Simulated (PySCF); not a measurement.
**Correlation energy of Ge⁺ (germanium, charge +1)**

[Ar] 3d10 4s2 4p1, 2P determinant. Calculation: PySCF 2.14, in def2-SVP; the non-relativistic Hamiltonian (point nucleus). Frozen: [Ar] 3d10; 3 electrons correlated.

MP2 pair energies summed by pair of shells (mhartree):

```json
{"pair": "4s-4s", "energy": "-19.14", "share (%)": "59.3"}
{"pair": "4s-4p", "energy": "-13.14", "share (%)": "40.7"}
```

Total MP2 correlation energy: -32.28 mhartree.

Same-spin part -2.08 and opposite-spin part -30.20 mhartree; SCS-MP2 scales them by 1/3 and 6/5 to -36.93 mhartree.

| level | correlation energy (mhartree) |
| --- | --- |
| CCSD | -47.60 |
| (T) | -0.51 |
| CCSD(T) | -48.11 |

Diagnostics: T1 = 0.0096, D1 = 0.0229, largest double amplitude 0.101.

Problem. Is a single reference adequate?

Solution. Mostly. T1 lies below 0.03, but a double amplitude of this size points to a near-degeneracy that CCSD handles and MP2 describes poorly.
